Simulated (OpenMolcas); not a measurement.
## Co3+: moving the ligands

Co3+ with 6 ligands (fluoride) in tetragonal octahedral coordination (D4h) at 1.92 Å, the axial distance 1.997 Å. A charge of +0.5 e stands 3.2 Å behind each ligand. Ligand basis ANO-RCC-VDZP.
```
Co    0.0000    0.0000    0.0000
F     1.9200    0.0000    0.0000
F     0.0000    1.9200    0.0000
F    -1.9200    0.0000    0.0000
F     0.0000   -1.9200    0.0000
F     0.0000    0.0000    1.9968
F     0.0000    0.0000   -1.9968
```

* Program: OpenMolcas 26.06
* Method: SS-CASPT2, IPEA 0.25 Eh, imaginary shift 0.1 Eh (closed shells correlated: 3s 3p and the ligand valence shells)
* Basis: ANO-RCC-VTZP [6s5p3d2f1g]
* Scalar Hamiltonian: DKH2, point nucleus
* Active space: 6 electrons in 5 orbitals (3d)
* State averaging: 2S+1 = 5 even, 5 roots; 2S+1 = 3 even, 45 roots; 2S+1 = 1 even, 50 roots
* Spin-orbit coupling: RASSI with atomic mean-field integrals over the reference wave functions

Runs around this geometry, states (labels of D4, the rotations of D4h). Energies in cm-1 above the lowest state or level, χT in cm3 K/mol.

| R (Å) | Axial / equatorial distance | Ground state | First state of that spin | First gap with spin-orbit (degeneracies) | χT at 300 K | First state of another spin |
| --- | --- | --- | --- | --- | --- | --- |
| 1.8 | 1.04 | 1A1 | 1E 12510 | 480 (1, 2) | 1.306 | 5E 590 |
| 1.92 | 1.04 | 5E | 5B2 680 | 48 (2, 1) | 4.012 | 1A1 6750 |
| 2 | 1.04 | 5E | 5B2 610 | 45 (2, 1) | 4.063 | 1A1 9800 |
| 1.92 | 1.144 | 5E | 5B2 1940 | 78 (2, 1) | 3.888 | 3E 7560 |

The ground state changes within this set.

Over all roots computed the reference weight is 0.68 to 0.72 in R = 1.8 in ratio = 1.04, 0.66 to 0.72 in R = 1.92 in ratio = 1.04, 0.64 to 0.71 in R = 2 in ratio = 1.04, 0.65 to 0.71 in R = 1.92 in ratio = 1.144; the roots of lowest weight are the least certain, and an intruder state may touch them. A single d shell leaves out the double-shell effect, which counts most for late 3d ions, where the CASPT2 field can be off either way by tens of per cent. Ligand-to-metal charge-transfer states are missing. With no ligand orbital active B as a rule stays too high, so bands that hang on it stand too high and its fall with covalency is understated. With one d shell and no ligand orbital active, 10Dq can be off by a tenth or more. This shell can be high or low spin here, a state of another spin lies low, and with metal d orbitals alone active their balance is uncertain, so the ground spin may be wrong, although the usual error favours high spin (holds for R = 1.8, ratio = 1.04). An orbital doublet at a regular site is open to a Jahn-Teller distortion, which this geometry leaves out (holds for R = 1.92, ratio = 1.04; R = 2, ratio = 1.04; R = 1.92, ratio = 1.144). This shell can be high or low spin here, a state of another spin lies low, and with metal d orbitals alone active their balance is uncertain, so the ground spin may be wrong (holds for R = 1.92, ratio = 1.04; R = 2, ratio = 1.04; R = 1.92, ratio = 1.144). Free-ion shares, where given, are those of the reference states; single-state CASPT2 does not remix them (holds for R = 2, ratio = 1.04). No measured value stands beside these numbers; the geometry is a model, was not optimised and need not be the one that this ion takes.
